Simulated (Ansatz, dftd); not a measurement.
System: CSi, charge 0, triplet. CSi (SMILES [C]=[Si], triplet).
B3LYP-D3(BJ)/def2-TZVP minimum from Ansatz (an electronic-structure program):
```xyz
2

Si     0.0000     0.0000    -0.5141
C      0.0000     0.0000     1.1995
```
Charge 0, spin multiplicity 3.

Quantity: atomisation energy (electronic, to ground-state atoms), in kJ/mol. Radicals and triplets start from unrestricted determinants; spin-orbit coupling is neglected. CBS(X,Y): correlation extrapolated as X^-3, Hartree-Fock from the larger set (Q,5: extrapolated as (X+1)exp(-9√X)). A bracket is a step between two methods taken in the basis named. The functionals are non-relativistic, so their misses hold any scalar relativity. 'core' is core correlation in cc-pwCVTZ (1s frozen past Ne), 'X2C' scalar relativity in cc-pVTZ-DK, both at CCSD(T). The UHF reference of CSi ([C]=[Si], triplet) is spin-contaminated (<S^2> up to 0.53 over the pure value in the sets run).

Compared with CCSD(T)/CBS(cc-pV(Q+d)Z,cc-pV(5+d)Z) + [CCSDT(Q) - CCSD(T)]/cc-pV(5+d)Z + [CCSDTQ - CCSDT(Q)]/cc-pV(D+d)Z + core + X2C (Ansatz): 430.9 kJ/mol.

Costs are rough ratios of core time, to one figure, on one kind of shared machine, summed over the single points of the molecules; atoms, geometries and frequencies are left out. The first row took roughly 4 core seconds; short runs hold start-up time.

| level | program | cost relative to the first row | difference (kJ/mol) |
|---|---|---|---|
| B3LYP/def2-TZVPD | Ansatz | 1 | -11.7 |
| PBE0-D3(BJ)/def2-TZVPD | Ansatz + dftd3 | 1 | -1.5 |
| PBE0-D4/def2-TZVPD | Ansatz + dftd4 | 1 | -1.7 |
| CCSD(T)/CBS(cc-pV(T+d)Z,cc-pV(Q+d)Z) + core + X2C | Ansatz | 200 | -9.1 |
| CCSD(T)/CBS(cc-pV(Q+d)Z,cc-pV(5+d)Z) + [CCSDT(Q) - CCSD(T)]/cc-pV(D+d)Z + core + X2C | Ansatz | 300 | 0.3 |
| CCSD(T)/CBS(cc-pV(Q+d)Z,cc-pV(5+d)Z) + [CCSDT(Q) - CCSD(T)]/cc-pV(T+d)Z + core + X2C | Ansatz | 300 | 0.3 |
| CCSD(T)/CBS(cc-pV(Q+d)Z,cc-pV(5+d)Z) + [CCSDT(Q) - CCSD(T)]/cc-pV(5+d)Z + core + X2C | Ansatz | 3000 | 0.2 |

The dearest row costs roughly 3000 times the first. Costs within a factor of two don't rank. The table holds for this case alone.
